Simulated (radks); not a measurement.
The numbers below are computed, except where a source is named.
Sm V, configuration [Xe] 4f4 (the NIST ground configuration). Level of theory: Dirac Kohn-Sham, BLYP, spin-unpolarised, spherical densities, point nucleus; open shells are shared between the two j in proportion to 2j + 1 (a radial shooting solver on a logarithmic mesh with Libxc functionals). Some entries of the table are withheld. Estimate them.

| orbital | occ. | eigenvalue (eV) | r(max) (bohr) |
|---|---|---|---|
| 1s1/2 | 2 | -46690.79 | 0.01449 |
| 2s1/2 | 2 | -7670.165 | 0.08231 |
| 2p1/2 | 2 | -7272.692 | 0.06236 |
| 2p3/2 | 4 | -6669.702 | 0.06800 |
| 3s1/2 | 2 | -1722.925 | 0.2339 |
| 3p1/2 | 2 | -1551.974 | 0.2209 |
| 3p3/2 | 4 | -1429.934 | 0.2329 |
| 3d3/2 | 4 | (1) | (2) |
| 3d5/2 | 6 | (3) | (4) |
| 4s1/2 | 2 | -384.2294 | 0.5389 |
| 4p1/2 | 2 | -318.5670 | 0.5445 |
| 4p3/2 | 4 | -291.4258 | 0.5698 |
| 4d3/2 | 4 | -183.2090 | (5) |
| 4d5/2 | 6 | -178.3055 | (6) |
| 5s1/2 | 2 | -86.7912 | 1.228 |
| 5p1/2 | 2 | -67.7136 | 1.325 |
| 5p3/2 | 4 | -63.3578 | 1.390 |
| 4f5/2 | 1.71429 | -51.9852 | 0.5920 |
| 4f7/2 | 2.28571 | -51.3258 | 0.5964 |

Answer. 
(1) 3d3/2 eigenvalue (eV): -1133.453
(2) 3d3/2 r(max) (bohr): 0.1857
(3) 3d5/2 eigenvalue (eV): -1106.961
(4) 3d5/2 r(max) (bohr): 0.1891
(5) 4d3/2 r(max) (bohr): 0.5802
(6) 4d5/2 r(max) (bohr): 0.5884
